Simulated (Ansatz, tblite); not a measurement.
Removing and adding an electron: the cluster GaO3H3 (the lowest singlet isomer of a short search). Total charge 0; singlet. Geometry: PBE-D4/def2-SVP. Ansatz, gas phase; energy differences of separate SCF runs; the oxidised species was run as a doublet alone; the reduced species was run as a doublet alone.

Cartesian coordinates in Å:
```
Ga -0.1997 0.1014 -0.0221
O -1.3563 1.2815 0.6649
O -0.6976 -0.7112 -1.5446
O 1.3509 -0.1709 0.8600
H -0.0239 -1.3393 -1.8618
H -0.9944 1.6646 1.4854
H 1.9210 -0.8262 0.4181
```

The xTB rows come from tblite. The structure comes from a short search, and lower isomers may exist.

| level | −HOMO (eV) | vertical IE (eV) | −LUMO (eV) | vertical EA (eV) | HOMO–LUMO gap (eV) | IE − EA (eV) | remarks |
| --- | --- | --- | --- | --- | --- | --- | --- |
| GFN1-xTB | 13.32 | 16.88 | 6.38 | 3.13 | 6.94 | 13.75 | – |
| GFN2-xTB | 13.05 | 16.51 | 8.48 | 4.85 | 4.57 | 11.65 | – |
| PBE-D4/def2-TZVPD | 7.30 | – | 2.35 | 0.29 | 4.95 | – | HOMO above zero (-1 doublet) |

**Question.** Estimate the rows for r2SCAN-D4/def2-TZVPD, PBE0-D4/def2-TZVP, PBE0-D4/def2-TZVPD.

**Answer.** 
| level | −HOMO (eV) | vertical IE (eV) | −LUMO (eV) | vertical EA (eV) | HOMO–LUMO gap (eV) | IE − EA (eV) | remarks |
| --- | --- | --- | --- | --- | --- | --- | --- |
| r2SCAN-D4/def2-TZVPD | 7.65 | – | 1.93 | 0.13 | 5.71 | – | HOMO above zero (-1 doublet) |
| PBE0-D4/def2-TZVP | 8.88 | 11.18 | 1.15 | – | 7.73 | – | – |
| PBE0-D4/def2-TZVPD | 8.99 | – | 1.50 | 0.13 | 7.49 | – | HOMO above zero (-1 doublet) |

Relaxing the oxidised species (PBE-D4/def2-SVP) changes its energy by -0.08 eV at PBE0-D4/def2-TZVP, so the adiabatic ionisation energy to this nearest minimum is 11.10 eV.  Run but left out: PBE-D4/def2-TZVP, r2SCAN-D4/def2-TZVP (charge +1 doublet: an occupied level 0.18 to 0.21 eV above an empty one).   A HOMO above zero means that the electron is unbound at that level or that self-interaction error raises the level; the energy of removing that electron tells which. Raw xTB energy differences between charge states are shifted by several eV; the methods need an empirical correction for them.
